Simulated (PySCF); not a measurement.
Simulated Ti 2p region for TiF2(OMe)2, `C[O][Ti]([F])([F])[O]C`, binding energy against the vacuum level.

Every computed line was given a Gaussian of 1.0 eV full width at half maximum and an area set by the number of equivalent atoms (split 2:1 within a doublet); the highest printed point is 100. Method: delta-SCF UKS SCAN, pcX-2 on the ionised atom (unc-x2c-TZVPall on a metal), pcseg-1 elsewhere, spin-free X2C in PySCF.

binding energy (eV), intensity and a bar:
```
    462.4          1 
    462.6          2 #
    462.8          7 ##
    463.0         19 ######
    463.2         40 ############
    463.4         68 ####################
    463.6         92 ############################
    463.8        100 ##############################
    464.0         87 ##########################
    464.2         61 ##################
    464.4         34 ##########
    464.6         15 #####
    464.8          5 ##
    465.0          2 
    465.2          0 
    465.4          0 
    465.6          0 
    465.8          0 
    466.0          0 
    466.2          0 
    466.4          0 
    466.6          0 
    466.8          0 
    467.0          0 
    467.2          0 
    467.4          0 
    467.6          0 
    467.8          0 
    468.0          0 
    468.2          0 
    468.4          2 #
    468.6          5 ##
    468.8         13 ####
    469.0         25 ########
    469.2         39 ############
    469.4         49 ###############
    469.6         49 ###############
    469.8         39 ############
    470.0         25 #######
    470.2         13 ####
    470.4          5 ##
    470.6          2 #
    470.8          0
```

Count the maxima, the lines and the sites behind this envelope.

The curve has 2 maxima (at 463.8 and 469.5 eV). Under it lie 2 lines from 1 inequivalent titanium site, drawn as a 2p3/2, 2p1/2 pair.

Decompose the envelope and assign each component. Bonds: Ti1–F2, Ti1–F3, Ti1–O4, Ti1–O9, O4–C5, O9–C10. Hydrogens: H6, H7, H8 on C5; H11, H12, H13 on C10.

```csv
position (eV),relative area,line,atoms,environment
463.78,0.67,Ti 2p3/2,Ti1,titanium bonded to 2 F and 2 O
469.50,0.33,Ti 2p1/2,Ti1,titanium bonded to 2 F and 2 O
```

What are the centre and the root-mean-square width of the whole band?

The area-weighted mean of the lines is 465.68 eV. Their own spread about it is 2.70 eV (rms) and each Gaussian has σ = 1.0/2.355 = 0.42 eV; the variances add, which gives 2.73 eV.

No satellites, vibrations or lifetime broadening are included. The 2p values aren't plain energy differences: one relaxed spin-free 2p hole is combined with a matrix within the shell (ground-state 2p orbital-energy differences and spin–orbit coupling). 2p3/2, the mean of its two sublevels, lies a third of the splitting below the shell's mean and 2p1/2 two thirds above it; the statistical areas are 2:1. 2p1/2 minus 2p3/2 (ligand field included): Ti 5.72 eV. Satellites of the metal's 2p lines aren't described. Geometry: PBE0-D3(BJ)/def2-SVP; no solvent, vibrations or thermal averaging. Metal 2p energies of this one-determinant scheme are less reliable than its 1s energies.
